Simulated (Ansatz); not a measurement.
Mulliken charges of CH6GeS2, SMILES `[CH3][GeH2][S]S` from r2SCAN/def2-TZVPP in Ansatz (PBE0-D4/def2-TZVP geometry).

| atom | x (Å) | y (Å) | z (Å) | charge (e) |
| --- | --- | --- | --- | --- |
| C1 | -1.060 | 0.808 | -0.141 | -0.282 |
| Ge2 | -0.318 | -0.754 | 0.750 | 0.299 |
| S3 | 1.921 | -0.627 | 0.774 | -0.245 |
| S4 | 2.288 | -0.624 | -1.253 | -0.123 |
| H5 | -2.148 | 0.738 | -0.171 | 0.088 |
| H6 | -0.775 | 1.715 | 0.393 | 0.090 |
| H7 | -0.683 | 0.857 | -1.163 | 0.082 |
| H8 | -0.712 | -2.055 | 0.030 | -0.005 |
| H9 | -0.712 | -0.816 | 2.239 | -0.012 |
| H10 | 2.282 | 0.707 | -1.454 | 0.108 |

Question: By hand: the dipole of these point charges (1 e Å = 4.8032 D).

Answer: Σ q r = (-0.604, 0.163, -0.031) e Å, of length 0.626 e Å = 3.01 D.

Question: How does the dipole of the full density compare? (Best estimate.)

Answer: The calculation gave: (-0.363, 0.276, -0.088) e Å, 2.23 D; the point charges give 1.35 times that, at 23° from its direction.

Point charges leave out the atoms' own dipoles, such as those of lone pairs, and Mulliken's split depends on the basis, so the two needn't agree.
